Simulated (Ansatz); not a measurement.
(MgSe)2 ring (Mg₂Se₂), 4 atoms. Hardware: 4 threads of Arm Neoverse V2 on a shared host.

Correlated methods freeze 20 core orbitals; core or outer-core shells of Mg, Se are correlated, in sets that lack core-valence functions.

Problem. How many basis functions does each of these Ansatz runs have, and roughly what does it cost? PBE0-D4/def2-SVP, charge 1 doublet, relaxation, 4 steps; MP2/def2-TZVP, charge 0 singlet, energy, from earlier orbitals; PBE0-D4/def2-TZVP, charge 0 singlet, energy and forces, from earlier orbitals; PBE0-D4/def2-SVP, charge 0 singlet, energy with a search over starts; PBE0-D4/def2-TZVP, charge 0 triplet at the geometry of the charge 0 singlet, energy; B97M-V/def2-TZVP, charge 0 singlet, energy, from earlier orbitals; PBE-D4/def2-SVP, charge 0 singlet, energy, from earlier orbitals; r2SCAN-D4/def2-TZVP, charge 0 triplet at the geometry of the charge 0 singlet, energy, from earlier orbitals; r2SCAN-D4/def2-TZVP, charge 1 doublet at the geometry of the charge 0 singlet, energy, from earlier orbitals; PBE0-D4/def2-TZVP, charge 1 doublet at the geometry of the charge 0 singlet, energy, from earlier orbitals; CAM-B3LYP-D4/def2-TZVP, charge 0 singlet, energy, from earlier orbitals; PBE-D4/def2-TZVP, charge 0 singlet, energy, from earlier orbitals.

Solution. Other jobs shared the machine, so times can vary by a factor of up to 3. A dash marks memory too small to be measured apart from the calling script's.

```
                                                                                                         run  functions  fitting or Cholesky vectors  wall time  peak host memory (GiB)
                                            PBE-D4/def2-SVP, charge 0 singlet, energy, from earlier orbitals        100                         1050     0.75 s                       –
                                        PBE0-D4/def2-SVP, charge 0 singlet, energy with a search over starts        100                          902      1.2 s                       –
                                           PBE-D4/def2-TZVP, charge 0 singlet, energy, from earlier orbitals        160                         1350      1.4 s                       –
                                              MP2/def2-TZVP, charge 0 singlet, energy, from earlier orbitals        160                         1212      1.5 s                       –
                                     CAM-B3LYP-D4/def2-TZVP, charge 0 singlet, energy, from earlier orbitals        160                         1394      2.5 s                    0.56
                               PBE0-D4/def2-TZVP, charge 0 singlet, energy and forces, from earlier orbitals        160                         1400      2.8 s                       –
  PBE0-D4/def2-TZVP, charge 1 doublet at the geometry of the charge 0 singlet, energy, from earlier orbitals        160                         1212      4.1 s                    0.59
                         PBE0-D4/def2-TZVP, charge 0 triplet at the geometry of the charge 0 singlet, energy        160                         1212        5 s                    0.67
                                           B97M-V/def2-TZVP, charge 0 singlet, energy, from earlier orbitals        160                         1350      5.5 s                       –
r2SCAN-D4/def2-TZVP, charge 1 doublet at the geometry of the charge 0 singlet, energy, from earlier orbitals        160                         1350        6 s                       –
r2SCAN-D4/def2-TZVP, charge 0 triplet at the geometry of the charge 0 singlet, energy, from earlier orbitals        160                         1350      6.5 s                       –
                                                     PBE0-D4/def2-SVP, charge 1 doublet, relaxation, 4 steps        100                          952       12 s                       –
```
